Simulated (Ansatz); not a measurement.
Coupled-cluster run, C2H5AlS2 (`[CH3][Al]1[CH2]S[S]1`).

```yaml
crystal:
  periodic: [false, false, false]
  atoms:
    - {symbol: C, position_ang: [-1.808903, -0.697481, -0.052993]}
    - {symbol: Al, position_ang: [-0.114972, 0.219377, -0.270858]}
    - {symbol: C, position_ang: [1.672037, 0.141473, 0.528517]}
    - {symbol: S, position_ang: [2.300602, 1.476009, -0.529913]}
    - {symbol: S, position_ang: [0.503749, 1.825833, -1.601107]}
    - {symbol: H, position_ang: [-1.701445, -1.771043, -0.235796]}
    - {symbol: H, position_ang: [-2.191058, -0.580746, 0.965765]}
    - {symbol: H, position_ang: [-2.563903, -0.311815, -0.742583]}
    - {symbol: H, position_ang: [1.746802, 0.423699, 1.581062]}
    - {symbol: H, position_ang: [2.240091, -0.776306, 0.360908]}
basis:
  gaussian: {orbitals: def2-TZVPP}
correlation: {method: ccsd_t}
output: {orbitals: {seedname: orbitals}}
```

```sh
$ ansatz run in.yaml --threads 4 --pin off --events-out ev --progress --plain
```

Log, shortened:

```
Functional definition: HF
1495 factors; integrals over basis functions are off by at most 1.1e-3 eV
mean field evaluation 1: about -30357.2511 eV, gradient 3.3e1 eV
mean field evaluation 2: about -30357.5614 eV, gradient 3.3e1 eV
mean field evaluation 4: about -30360.4847 eV, gradient 3.4e0 eV
mean field evaluation 8: about -30360.5439 eV, gradient 2.9e-1 eV
mean field -30360.54450017 eV, -1115.7294312652 hartree, gradient 4.8e-6 eV, S^2 0.000000; 0 other end points of the search recorded, 0 dependent functions left out
17 core orbitals not correlated: weight in the atoms' cores, before any rotation towards them, 1.000 or more for the frozen orbitals, at most 0.000 for the correlated occupied ones
reference -30360.54450017 eV, -1115.7294312652 hartree; 14, 14 occupied and 227, 227 virtual orbitals, 1495 factors
second order -20.77742069 eV of doubles, -0.00000000 eV of singles
cycle   1  -21.56105466 eV  change   -7.8e-1 eV  update   1.0e-1
cycle   2  -22.11117140 eV  change   -5.5e-1 eV  update   3.0e-2
cycle   3  -22.21136727 eV  change   -1.0e-1 eV  update   1.5e-2
cycle   4  -22.20337942 eV  change    8.0e-3 eV  update   4.1e-3
cycle   5  -22.20240689 eV  change    9.7e-4 eV  update   2.3e-3
cycle   6  -22.20237079 eV  change    3.6e-5 eV  update   9.2e-4
cycle   7  -22.20213135 eV  change    2.4e-4 eV  update   4.0e-4
cycle   8  -22.20223768 eV  change   -1.1e-4 eV  update   1.4e-4
cycle   9  -22.20227505 eV  change   -3.7e-5 eV  update   5.0e-5
cycle  10  -22.20224800 eV  change    2.7e-5 eV  update   2.0e-5
perturbative correction -1.08510545 eV, -0.0398768899 hartree
Total energy: -30383.83185362 eV, -1116.5852257198 hartree
```

Hardware: 4 threads of a server CPU on a shared host. Wall time 80 s, peak host memory 5.4 GiB.

The correlation energy is -23.287 eV, 4.7 % of it from (T); the T1 diagnostic reads 0.0126.
